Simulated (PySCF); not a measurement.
# Nuclear quadrupole coupling in `C[C@@H]([C@H](F)S(=O)(=O)Cl)C(F)(F)F`

C₄H₅ClF₄O₂S.
Cartesian coordinates in Å at the GFN2-xTB level; atoms count from 1:
```
atom  x, y, z in Å
C1    -1.6203    0.8380   -0.9115
C2    -0.5512   -0.1136   -0.3640
C3     0.7799    0.5999   -0.2085
F4     1.2034    1.0625   -1.4075
S5     2.0766   -0.6206    0.3204
O6     2.1778   -0.6261    1.7373
O7     1.8815   -1.8279   -0.4049
Cl8    3.7531    0.2487   -0.3810
C9    -0.9930   -0.6712    0.9873
F10   -0.2674   -1.7182    1.3793
F11   -0.9128    0.2556    1.9531
F12   -2.2659   -1.0815    0.9592
H13   -1.2843    1.2632   -1.8532
H14   -2.5493    0.3003   -1.0812
H15   -1.8064    1.6449   -0.2053
H16   -0.4037   -0.9647   -1.0397
H17    0.7751    1.4229    0.5102
```

Field gradients from the PBE0/pcSseg-1 density (PySCF, non-relativistic), principal values in atomic units, ordered |Vxx| ≤ |Vyy| ≤ |Vzz|:

```json
{"atom": "S5", "Vxx": "-0.3384", "Vyy": "-0.5429", "Vzz": "0.8813"}
{"atom": "O6", "Vxx": "-0.4924", "Vyy": "-0.7674", "Vzz": "1.2598"}
{"atom": "O7", "Vxx": "-0.5354", "Vyy": "-0.7162", "Vzz": "1.2516"}
{"atom": "Cl8", "Vxx": "-1.6855", "Vyy": "-2.0308", "Vzz": "3.7163"}
```

Problem. Find the asymmetry η = (Vxx − Vyy)/Vzz and the couplings χ = eQV/h (234.96 MHz × Q in barn × V in au), with Q(33S) = −0.0678 b, Q(17O) = −0.0256 b, Q(35Cl) = −0.0817 b.

Solution. 
| atom | environment | nucleus | η | χzz (MHz) | χxx (MHz) | χyy (MHz) |
| --- | --- | --- | --- | --- | --- | --- |
| S5 | sulfonyl sulfur | 33S | 0.23 | -14.04 | 5.39 | 8.65 |
| O6 | sulfonyl oxygen | 17O | 0.22 | -7.58 | 2.96 | 4.62 |
| O7 | sulfonyl oxygen | 17O | 0.14 | -7.53 | 3.22 | 4.31 |
| Cl8 | chlorine bonded to S | 35Cl | 0.09 | -71.34 | 32.36 | 38.98 |

Problem. What is Vzz at O7 in SI units (1 au = 9.71736 × 10²¹ V/m²)?

Solution. 1.2516 au = 12.163 × 10²¹ V/m².

Were the hydrogens deuterons (Q(2H) = 0.00286 b), χzz would run from 187 kHz (H16) to 209 kHz (H13 and H14).

Isolated species at its GFN2-xTB geometry (one conformer only). GFN2-xTB bond lengths can be off by several hundredths of an ångström, more for odd bonds, and the gradients follow them. With so small a basis the couplings can be 20 % off.

The run behind these numbers computed NMR shieldings as well. On an Arm Neoverse N1 with one thread, on a shared host, this took 1.9 min of wall time.
